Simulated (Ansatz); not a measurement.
One change: `CC(C)(C)O[Si]O` becomes `CC(C)(C)[O][Ge][F]`.

Ansatz, PBE0-D4/def2-TZVP geometries, multiplicity 1. Each molecule was computed in one conformer, which needn't be the lowest.

Scalar relativity is left out up to krypton.

```
                                          property  `CC(C)(C)O[Si]O`
               HOMO energy (B3LYP/def2-TZVPP) / eV             -6.57
           HOMO–LUMO gap (ωB97M-V/def2-TZVPP) / eV              9.94
             LUMO energy (ωB97M-V/def2-TZVPP) / eV              1.01
size of the dipole moment (ωB97M-V/def2-TZVPP) / D              2.60
    size of the dipole moment (PBE/def2-TZVPP) / D              2.66
                 LUMO energy (PBE/def2-TZVPP) / eV             -1.74
```

(1) Give the same properties after the change, and the shifts. (An estimate is asked.)

## Answers

(1) Computed: 
```
                                          property  `CC(C)(C)[O][Ge][F]`  shift
               HOMO energy (B3LYP/def2-TZVPP) / eV                 -7.78  -1.21
           HOMO–LUMO gap (ωB97M-V/def2-TZVPP) / eV                 10.34   0.40
             LUMO energy (ωB97M-V/def2-TZVPP) / eV                  0.13  -0.88
size of the dipole moment (ωB97M-V/def2-TZVPP) / D                  1.01  -1.59
    size of the dipole moment (PBE/def2-TZVPP) / D                  1.07  -1.59
                 LUMO energy (PBE/def2-TZVPP) / eV                 -2.60  -0.86
```

With PBE0 the HOMO falls by 1.21 eV and the LUMO falls by 0.91 eV, so the gap widens by about 0.30 eV. PBE moves the HOMO by -1.05 eV and ωB97M-V by -1.29 eV. Dipoles are sizes alone; their direction can turn.

B3LYP here is the variant with VWN-RPA as its local correlation; programs differ in this.
